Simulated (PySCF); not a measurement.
How methods differ on the ionisation energy of I⁴⁴⁺

I⁴⁴⁺ [He] 2s2 2p5 (2P) → I⁴⁵⁺ [He] 2s2 2p4 (3P), as a difference of total energies. Computed with PySCF 2.14 in an even-tempered Gaussian basis (15 s from 20 bohr⁻², ratio 2.5; 9 p from 26 bohr⁻², ratio 2.5; 5 d from 110 bohr⁻², ratio 2.7; 4 f from 160 bohr⁻², ratio 2.7), with no relativity, point nucleus. Correlated levels: nothing frozen; virtual orbitals above 40 to 60 times the deepest correlated orbital energy dropped. The calculations carry no spin-orbit coupling.

| method | ionisation energy (eV) |
| --- | --- |
| UHF | 7526.3 |
| MP2 (all electrons) | 7527.8 |
| SCS-MP2 (all electrons) | 7527.8 |
| CCSD (all electrons) | 7527.8 |
| CCSD(T) (all electrons) | 7527.8 |

Spin-orbit coupling is strong in these open shells (close to jj coupling). The scalar numbers leave it out and a first-order estimate fails, so it can dominate the gap to the real levels.

The gap to the reference is mostly relativistic.

For comparison: 7563 ± 4 eV (theoretical estimate listed by NIST; NIST Atomic Spectra Database, ionization energies).
